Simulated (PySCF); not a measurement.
# How methods differ on the ionisation energy of W⁺

W⁺ [Xe] 4f14 5d4 6s1 (6D) → W²⁺ [Xe] 4f14 5d4 (5D), as a difference of total energies. Calculation: PySCF 2.14, in aug-cc-pwCVDZ-PP with ECP60MDF (6s6p5d3f, 70 functions); a scalar-relativistic core potential. Correlated levels: valence: 5s2 5p6 frozen; valence and next inner shell: nothing frozen outside the core potential. The calculations carry no spin-orbit coupling.

```json
{"method": "UHF", "ionisation energy (eV)": "15.000"}
{"method": "LDA", "ionisation energy (eV)": "16.583"}
{"method": "PBE", "ionisation energy (eV)": "16.297"}
{"method": "PBE0", "ionisation energy (eV)": "16.062"}
{"method": "r2SCAN", "ionisation energy (eV)": "16.347"}
{"method": "M06", "ionisation energy (eV)": "15.662"}
{"method": "BHandHLYP", "ionisation energy (eV)": "15.620"}
{"method": "revPBE", "ionisation energy (eV)": "16.213"}
{"method": "LC-wPBE", "ionisation energy (eV)": "15.749"}
{"method": "MP2 (valence)", "ionisation energy (eV)": "15.465"}
{"method": "SCS-MP2 (valence)", "ionisation energy (eV)": "15.155"}
{"method": "MP2 (valence and next inner shell)", "ionisation energy (eV)": "15.928"}
{"method": "SCS-MP2 (valence and next inner shell)", "ionisation energy (eV)": "15.576"}
```

How much does correlation contribute at MP2 (valence and next inner shell)?

15.928 − (15.000) = 0.928 eV, measured against UHF.

The reference lies between the lowest fine-structure levels, while these numbers refer to the centres of the terms.

Errors of the correlated levels include the incompleteness of this basis and the frozen core.

For comparison: 16.37 ± 0.15 eV (semi-empirical (NIST evaluation); NIST Atomic Spectra Database, ionization energies).
